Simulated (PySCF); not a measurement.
The multiplicity is imposed and other spin states were not computed.

Cartesian coordinates (Å):
```xyz
6

Ti     0.0487    -0.0992    -0.0232
F     -0.5379     1.4936     0.4194
F     -1.2546    -0.9329    -0.8490
F      1.4537     0.0305    -1.0628
O      0.4988    -0.9974     1.4387
H      0.0396    -1.3138     2.2360
```
Charge 0, spin multiplicity 1.

Q: Predict the HOMO–LUMO gap, dipole moment, charge on the central atom (Mulliken), LUMO and charge on the central atom (meta-Löwdin) from PySCF with TPSSh-D3(BJ)/def2-TZVP // PBE-D3(BJ)/def2-SVP.

A: 
- HOMO–LUMO gap = 6.34 eV
- dipole moment = 0.501 e·Å
- charge on the central atom (Mulliken) = 1.63 e
- LUMO = -3.21 eV
- charge on the central atom (meta-Löwdin) = 1.60 e
